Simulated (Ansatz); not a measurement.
Input file for the In atom:

```yaml
crystal:
  periodic: [false, false, false]
  atoms:
    - {symbol: In, position_ang: [0.000000, 0.000000, 0.000000]}
basis:
  gaussian: {orbitals: def2-TZVPP}
magnetization: {spin_polarized: true, initial_magnetization: 1}
correlation: {method: ccsd_t, frozen_orbitals: {In: 9}}
scf: {omitted_lower_state_checks: [cluster_reference]}
output: {orbitals: {seedname: orbitals}}
```

```sh
$ ansatz run in.yaml --threads 2 --pin off --events-out ev --progress --plain
```

The program prints (abridged):

```
Functional definition: HF
323 factors; integrals over basis functions are off by at most 1.3e-4 eV
mean field evaluation 1: about -5148.4642 eV, gradient 2.7e0 eV
mean field evaluation 2: about -5148.4643 eV, gradient 2.7e0 eV
mean field evaluation 4: about -5148.6671 eV, gradient 2.3e-1 eV
mean field evaluation 8: about -5148.6673 eV, gradient 2.9e-6 eV
mean field -5148.66729424 eV, -189.2100331714 hartree, gradient 1.6e-6 eV, S^2 0.762933; 3 other end points of the search recorded, 0 dependent functions left out
9 core orbitals not correlated: weight in the atoms' cores, before any rotation towards them, 1.000 or more for the frozen orbitals, at most 0.000 for the correlated occupied ones
reference -5148.66729424 eV, -189.2100331714 hartree; 2, 1 occupied and 39, 40 virtual orbitals, 323 factors
second order -0.81400009 eV of doubles, -0.00000000 eV of singles
cycle   1  -1.01220958 eV  change   -2.0e-1 eV  update   5.2e-2
cycle   2  -1.12108040 eV  change   -1.1e-1 eV  update   2.2e-2
cycle   3  -1.12589285 eV  change   -4.8e-3 eV  update   4.1e-3
cycle   4  -1.12716598 eV  change   -1.3e-3 eV  update   8.2e-4
cycle   5  -1.12677635 eV  change    3.9e-4 eV  update   1.5e-4
cycle   6  -1.12693174 eV  change   -1.6e-4 eV  update   4.3e-5
cycle   7  -1.12688760 eV  change    4.4e-5 eV  update   1.0e-5
cycle   8  -1.12689903 eV  change   -1.1e-5 eV  update   2.3e-6
cycle   9  -1.12689806 eV  change    9.6e-7 eV  update   3.2e-7
perturbative correction -0.01994593 eV, -0.0007329995 hartree
Total energy: -5149.81413824 eV, -189.2521789109 hartree
Checks for a lower state left out: cluster_reference
```

Hardware: 2 threads of a server CPU on a shared host. Wall time 0.75 s, peak host memory 0.1 GiB.

Correlation energy per correlated electron: -0.382 eV. T1 diagnostic: 0.0127.
